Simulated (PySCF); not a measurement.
**Cost against result**

Saddle point of SiH₄Cl₂O, closed shell (SiH₂Cl₂ ([Cl][SiH2][Cl]) + H₂O → SiH₂Cl₂O ([OH][SiH]([Cl])[Cl]) + H₂; bonds formed: Si1–O7, H2–H6; bonds broken: Si1–H2, H6–O7), PBE0-D4/def2-TZVP structure:

```
8
angstrom
Si -0.3714 -0.2499 -0.3323
H 0.9284 -0.9782 0.4475
Cl 0.0855 -1.3743 -1.9994
Cl -1.6232 -1.0620 1.0973
H -1.3070 0.7137 -0.9531
H 1.1442 0.0724 0.6791
O 0.7432 1.0741 0.2644
H 0.4002 1.8042 0.7964
```

Barriers are electronic and count from the start structure reached by relaxing down the imaginary mode.

PySCF 2.14 with density fitting (its default auxiliary sets; JK sets also for MP2 and CCSD(T)); basis: as named in each row; cores frozen in the correlated methods. B3LYP uses VWN-RPA correlation. Extrapolation: Hartree–Fock as exp(−7.88 √X), correlation as X^−2.97.

Times are rough, for one single point on 4 threads of a shared host (Intel Xeon 6975P-C).

The estimate by CCSD(T) at an estimated basis limit (MP2 extrapolated from triple and quadruple zeta, plus CCSD(T) − MP2 in triple zeta) is 39.95 kcal/mol.

```tsv
method	basis	time (s)	barrier (kcal/mol)	method less estimate
HF	STO-3G	under 1	74.57	34.62
B3LYP-D4	6-31G	3	46.88	6.93
PBE0-D4	def2-SVP	3	36.12	-3.82
PBE-D4	def2-SVP	4	31.44	-8.51
MP2	def2-QZVPP	4	38.38	-1.56
SPW92	def2-TZVPP	5	23.90	-16.05
BHLYP-D4	def2-TZVPP	9	43.37	3.43
PBE-D4	def2-TZVPP	9	32.09	-7.86
B3LYP-D4	def2-TZVPP	9	39.01	-0.93
PBE0-D4	def2-TZVPP	9	35.73	-4.22
r2SCAN-D4	def2-TZVPP	17	34.26	-5.68
CCSD(T)	def2-SVP	19	44.13	4.19
wB97M-V	def2-TZVPP	150	38.44	-1.51
CCSD(T)	def2-TZVPP	270	40.57	0.63
```

All methods are single points on the PBE0-D4 structures.

No T1 diagnostic of these runs exceeds 0.011.

Labels in which every atom is bracketed show which atoms are joined, not bond orders.
